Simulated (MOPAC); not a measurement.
MOPAC input (PM3):

```
PM3 FORCE THERMO(298,298) PRECISE LET UHF MS=0.5 GEO-OK AUX(PRECISION=9) THREADS=1
C3H2F3

H     3.13703150 1   -0.68847845 1    0.12450429 1
C     2.13775108 1   -0.35199135 1   -0.03563258 1
C     1.11842067 1    0.29958113 1   -0.51596372 1
C    -0.30247992 1    0.06103838 1   -0.00654688 1
F    -1.15271273 1   -0.34693603 1   -0.97709021 1
F    -0.87757655 1    1.17501945 1    0.50298579 1
F    -0.43134435 1   -0.86436209 1    0.96905794 1
H     1.20641876 1    1.05478169 1   -1.30863585 1
```

Output:

```
 *******************************************************************************
 **                                                                           **
 **                              MOPAC v23.2.5                                **
 **                                                                           **
 *******************************************************************************
 ** MOPAC's Digital Object Identifier: https://doi.org/10.5281/zenodo.6511958 **
 **                                                                           **
 ** Please cite the open-source release paper for use of this MOPAC version:  **
 ** J. E. Moussa and J. J. P. Stewart (2026)                                  **
 ** MOPAC: An open-source semiempirical molecular orbital program             **
 ** J. Open Source Softw., 11(119), 8025, https://doi.org/10.21105/joss.08025 **
 *******************************************************************************

                              PM3 CALCULATION RESULTS

 *******************************************************************************
 *  PM3        - The PM3 Hamiltonian to be used
 *  GEO-OK     - OVERRIDE INTERATOMIC DISTANCE AND OTHER SAFETY CHECKS
 *  UHF        - UNRESTRICTED HARTREE-FOCK CALCULATION
 *  MS=        - IN MECI, MAGNETIC COMPONENT OF SPIN =  0.5
 *  LET        - OVERRIDE SOME SAFETY CHECKS
 *  PRECISE    - TIGHTER CRITERIA TO BE USED
 *  FORCE      - FORCE CALCULATION SPECIFIED
 *  AUX        - OUTPUT AUXILIARY INFORMATION
 *  THERMO     - THERMODYNAMIC QUANTITIES TO BE CALCULATED
 *******************************************************************************
PM3 FORCE THERMO(298,298) PRECISE LET UHF MS=0.5 GEO-OK AUX(PRECISION=9) THREADS=1
 C3H2F3

   ATOM   CHEMICAL          X               Y               Z
  NUMBER   SYMBOL      (ANGSTROMS)     (ANGSTROMS)     (ANGSTROMS)

     1       H          3.13703150  *  -0.68847845  *   0.12450429  *
     2       C          2.13775108  *  -0.35199135  *  -0.03563258  *
     3       C          1.11842067  *   0.29958113  *  -0.51596372  *
     4       C         -0.30247992  *   0.06103838  *  -0.00654688  *
     5       F         -1.15271273  *  -0.34693603  *  -0.97709021  *
     6       F         -0.87757655  *   1.17501945  *   0.50298579  *
     7       F         -0.43134435  *  -0.86436209  *   0.96905794  *
     8       H          1.20641876  *   1.05478169  *  -1.30863585  *

          CARTESIAN COORDINATES

    NO.       ATOM           X           Y           Z

     1         H          3.1370     -0.6885      0.1245
     2         C          2.1378     -0.3520     -0.0356
     3         C          1.1184      0.2996     -0.5160
     4         C         -0.3025      0.0610     -0.0065
     5         F         -1.1527     -0.3469     -0.9771
     6         F         -0.8776      1.1750      0.5030
     7         F         -0.4313     -0.8644      0.9691
     8         H          1.2064      1.0548     -1.3086

  H: (PM3): J. J. P. STEWART, J. COMP. CHEM. 10, 209 (1989).
  C: (PM3): J. J. P. STEWART, J. COMP. CHEM. 10, 209 (1989).
  F: (PM3): J. J. P. STEWART, J. COMP. CHEM. 10, 209 (1989).

           Empirical Formula: C3 H2 F3  =     8 atoms

[...]
 EFFECTIVE MASS     14.0948
 FORCE CONSTANT      6.7177

 VIBRATION         14    6A"         ATOM PAIR     ENERGY CONTRIBUTION    RADIAL
 FREQUENCY          1530.97         C 4 -- F 5         +27.5% ( 86.6%)     80.0%
 TRANSITION DIPOLE   4.1973         C 4 -- F 6         +27.5% ( 86.6%)     80.0%
 TRAVEL (Ang.)       0.0812         C 3 -- C 4         +18.6% ( 71.2%)      0.0%
 REDUCED MASS        6.6871         C 4 -- F 7         +18.4% ( 70.8%)      0.0%
 EFFECTIVE MASS     13.8683
 FORCE CONSTANT      9.2346

 VIBRATION         15    9A'         ATOM PAIR     ENERGY CONTRIBUTION    RADIAL
 FREQUENCY          1555.16         C 4 -- F 7         +31.2% ( 92.3%)     94.9%
 TRANSITION DIPOLE   3.3166         C 4 -- F 5         +21.1% ( 75.9%)     33.4%
 TRAVEL (Ang.)       0.0800         C 4 -- F 6         +21.1% ( 75.9%)     33.4%
 REDUCED MASS        6.7729         C 3 -- C 4         +18.9% ( 71.8%)      2.6%
 EFFECTIVE MASS     13.6297
 FORCE CONSTANT      9.6511

 VIBRATION         16   10A'         ATOM PAIR     ENERGY CONTRIBUTION    RADIAL
 FREQUENCY          1744.31         C 2 -- C 3         +53.1% (102.7%)     99.2%
 TRANSITION DIPOLE   0.8041         C 3 -- C 4         +18.5% ( 60.7%)     43.6%
 TRAVEL (Ang.)       0.0852         C 3 -- H 8         +17.4% ( 58.8%)      6.8%
 REDUCED MASS        5.3224         H 1 -- C 2         +10.5% ( 45.6%)     88.3%
 EFFECTIVE MASS     12.0685
 FORCE CONSTANT      9.5413

 VIBRATION         17   11A'         ATOM PAIR     ENERGY CONTRIBUTION    RADIAL
 FREQUENCY          3017.11         C 3 -- H 8         +97.5% ( 99.9%)    100.0%
 TRANSITION DIPOLE   0.4898         C 2 -- C 3          +1.2% ( 11.2%)     38.4%
 TRAVEL (Ang.)       0.1552         C 3 -- C 4          +1.2% ( 11.0%)     12.4%
 REDUCED MASS        0.9279
 EFFECTIVE MASS      1.4715
 FORCE CONSTANT      4.9767

 VIBRATION         18   12A'         ATOM PAIR     ENERGY CONTRIBUTION    RADIAL
 FREQUENCY          3296.86         H 1 -- C 2         +97.5% ( 99.8%)    100.0%
 TRANSITION DIPOLE   0.8042         C 2 -- C 3          +2.4% ( 15.7%)     94.9%
 TRAVEL (Ang.)       0.1481
 REDUCED MASS        0.9320
 EFFECTIVE MASS      1.6572
 FORCE CONSTANT      5.9686

      SYMMETRY NUMBER FOR POINT-GROUP Cs  =  1

          SYSTEM IS A GROUND STATE

 C3H2F3

          MOLECULE IS NOT LINEAR

          THERE ARE 18 GENUINE VIBRATIONS IN THIS SYSTEM
          THIS THERMODYNAMICS CALCULATION IS LIMITED TO
          MOLECULES WHICH HAVE NO INTERNAL ROTATIONS

                    CALCULATED THERMODYNAMIC PROPERTIES
                                          *
   TEMP. (K)   PARTITION FUNCTION   H.O.F.    ENTHALPY  HEAT CAPACITY ENTROPY
                                   KCAL/MOL   CAL/MOLE    CAL/K/MOL  CAL/K/MOL

 298.00  VIB.     0.2299D+02                  1991.1396    14.0225    12.9118
         ROT.     0.1255D+06                   888.2803     2.9808    26.3114
         INT.     0.2886D+07                  2879.4199    17.0033    39.2232
         TRA.     0.8958D+27                  1480.4672     4.9680    39.5643
         TOT.                      -99.845    4359.8871    21.9714    78.7874

   *: NOTE: HEATS OF FORMATION ARE RELATIVE TO THE
            ELEMENTS IN THEIR STANDARD STATE AT 298K
              (=  Standard Enthalpy of Formation).

            Hvib:  Zero-point energy is not included.
                   frequencies of less than zero cm-1 are not included.
            Hrot = (3/2)RT
            Htra = (3/2)RT + pV = (5/2)RT

            Heat capacity is Cp, not Cv

          For more information, see: HTTP://OpenMOPAC.net/Manual/thermochemistry.html

           FORCE CONSTANT IN CARTESIAN COORDINATES (Millidynes/A)

    ATOM   CHEMICAL       X               Y               Z
   NUMBER   SYMBOL  FORCE CONSTANT  FORCE CONSTANT  FORCE CONSTANT

      1       H        5.906369        0.065590        0.259292
      2       C       15.999087        1.432536        0.891025
      3       C       13.164909        8.247954        2.336487
      4       C       10.963578       11.671077       11.881039
      5       F        4.151862        1.188369        6.840907
      6       F        4.152590        1.189016        6.839532
      7       F        1.684796        9.641430        1.023586
      8       H        0.912678        4.771675        0.243016

 **********************
 *                    *
 * JOB ENDED NORMALLY *
 *                    *
 **********************

 == MOPAC DONE ==
```
